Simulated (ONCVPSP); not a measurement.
**Ho (Z = 67), ONCV: configuration errors across variants**

| Property | Result |
| --- | --- |
| Element | holmium (Ho) |
| Generator | ONCVPSP 4.0.1 |
| Type | optimised norm-conserving Vanderbilt (ONCV) |
| Functional | PBEsol |
| Relativity | non-relativistic |
| Frozen core | [Kr] 4d10 4f10 |
| Valence charge | 11 |
| Reference configuration | 5s2 5p6 5d2 6s1 |
| Partial waves | 5s+6s: rc 2.15 bohr, ncon 3, nbas 7, qcut 5.8 1/bohr, 2 projectors; 5p: rc 2.15 bohr, ncon 5, nbas 10, qcut 5.6 1/bohr, 2 projectors, debl 1.3 Ha; 5d: rc 2.85 bohr, ncon 4, nbas 9, qcut 4.4 1/bohr, 1 projector; f scattering state at 0.12 Ha: rc 2.55 bohr, ncon 4, nbas 9, qcut 3.9 1/bohr, 2 projectors, debl 3 Ha |
| Local potential | polynomial inside 1.40 bohr (lpopt 1, dvloc0 1 Ha) |
| Core correction | polynomial model core, fcfact 0.25 |

All-electron excitation energies from the reference (eV): (1) 5s2 5p6 5d1 6s2 -1.176; (2) 5s2 5p6 5d1 6s1 5.213; (3) 5s2 5p6 5d1 6s0 16.799.

Errors AE − PS in meV (a dash: test not solved or not reliable):

```
    change   (1)   (2)  (3)  bound ghosts  GHOST(+) flags above zero
      base  -2.0  -5.0  -18          none                       s, f
s: rc 1.46  -0.3  -4.4  -18          none                       s, f
s: rc 1.82  -1.1  -4.7  -18          none                       s, f
s: rc 2.08  -1.8  -4.9  -18          none                       s, f
s: rc 2.38  -2.6  -5.0  -18          none                       s, f
s: rc 2.74  -3.2  -5.1  -18          none                       s, f
```

**Question.** Give the same row for: s: rc 3.14.

**Answer.** -3.8, -5.1, -18; bound ghosts: none; GHOST(+) flags above zero: f.
